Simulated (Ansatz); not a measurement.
Calculated with Ansatz (gas phase, PBE0-D4/def2-TZVP geometries, no zero-point term in ΔE). CCSD(T)/CBS adds triple-zeta CCSD(T) − MP2 to the extrapolated MP2 energy (def2 sets, frozen cores). This one scheme is used for every species. DFT in def2-TZVPP. B3LYP here is the variant with VWN-RPA as its local correlation; programs differ in this. HSE06 is defined as in plane-wave codes. Elements past krypton have def2 core potentials. For As, Te outer-core shells are correlated without core-valence functions, which leaves a few kJ/mol of doubt a bond. Scalar relativity is left out up to krypton. Each species was taken in one conformer, which may not be the lowest.

Consider the ligand exchange at a Te–P bond: `P[TeH]` + `N[AsH2]` → `N[AsH][TeH]` + PH₃.

Q: Is it downhill or uphill in electronic energy at CCSD(T)/CBS, and by how much? (Best estimate.)

A: Computed: Downhill: ΔE = -8.3 kcal/mol.

Q: What do these levels give: PBE-D4, B97M-V, PBE0-D4, B3LYP-D4, HSE06-D4, B2PLYP, PBE0, CAM-B3LYP, HF/def2-SVP, CCSD(T)/def2-SVP, CCSD/def2-TZVPP, HF/def2-QZVPP? (Best estimate.)

A: Ansatz gave: PBE-D4 -9.6, B97M-V -7.3, PBE0-D4 -8.7, B3LYP-D4 -9.6, HSE06-D4 -8.8, B2PLYP -8.8, PBE0 -8.3, CAM-B3LYP -8.2, HF/def2-SVP -8.2, CCSD(T)/def2-SVP -9.8, CCSD/def2-TZVPP -7.7, HF/def2-QZVPP -7.2 kcal/mol.

Largest T1 diagnostic among the species: 0.013.

Leaving LDA and LC-ωPBE aside and taking each functional with its dispersion term where it has one, the values, not all of them listed here, spread over 3.1 kcal/mol, from BLYP-D4 to B97M-V. From PBE to PBE0 (25 % exact exchange), in def2-TZVPP and without D4, ΔE moves by +0.9 kcal/mol.
